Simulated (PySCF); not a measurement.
The complex V(SH)2 (charge 0) contains V(II), shell d3. The structure is a PBE0-D3(BJ)/def2-TZVP geometry optimised for multiplicity 4; coordination linear, point group C2h, metal–donor distances 2.29 Å.

Method (PySCF 2.14, density fitting): CASSCF(3,5) with orbitals averaged over all microstates of the shell, strongly contracted NEVPT2 on the averaged canonical orbitals; basis x2c-TZVPall on the metal, x2c-SVPall elsewhere; spin-free X2C; gas phase; spin-orbit coupling by state interaction with the mean-field operator over all roots.

CASSCF energies above the lowest CASSCF root:

| state | CASSCF / cm⁻¹ |
| --- | --- |
| 4Bg | 0 |
| 4Bg | 758 |
| 4Ag | 1275 |
| 4Bg | 2982 |
| 4Ag | 3218 |
| 4Bg | 3438 |
| 4Ag | 4025 |
| 4Bg | 12633 |
| 2Ag | 13688 |
| 2Bg | 13714 |
| 2Ag | 14309 |
| 2Bg | 14546 |
| 2Ag | 14718 |
| 2Bg | 14963 |
| 2Ag | 15056 |
| 4Ag | 15211 |
| 2Bg | 15430 |
| 2Ag | 15446 |
| 2Ag | 15914 |
| 2Bg | 16100 |
| 2Ag | 16673 |
| 2Bg | 18571 |

**Question.** How does dynamic correlation (SC-NEVPT2) move these states?

**Answer.** 
| state | NEVPT2 / cm⁻¹ | shift / cm⁻¹ |
| --- | --- | --- |
| 4Bg | 0 | 0 |
| 4Bg | 292 | -466 |
| 4Ag | 1287 | +13 |
| 4Bg | 3129 | +146 |
| 4Ag | 4875 | +1657 |
| 4Bg | 5087 | +1649 |
| 4Ag | 5006 | +980 |
| 4Bg | 10858 | -1775 |
| 2Ag | 12472 | -1217 |
| 2Bg | 12536 | -1177 |
| 2Ag | 12535 | -1774 |
| 2Bg | 12723 | -1822 |
| 2Ag | 12854 | -1864 |
| 2Bg | 13148 | -1815 |
| 2Ag | 13140 | -1916 |
| 4Ag | 13906 | -1305 |
| 2Bg | 14026 | -1404 |
| 2Ag | 13908 | -1538 |
| 2Ag | 14883 | -1030 |
| 2Bg | 15373 | -727 |
| 2Ag | 15264 | -1409 |
| 2Bg | 16110 | -2461 |

No frequencies were computed for the optimised geometry. 4Bg (292 cm⁻¹) lies within 300 cm⁻¹ of 4Bg at NEVPT2 level, inside the method's error: their order is undecided. NEVPT2 lifts 4Ag from 3218 to 4875 cm⁻¹; on the d shell alone such lifts tend to overshoot.
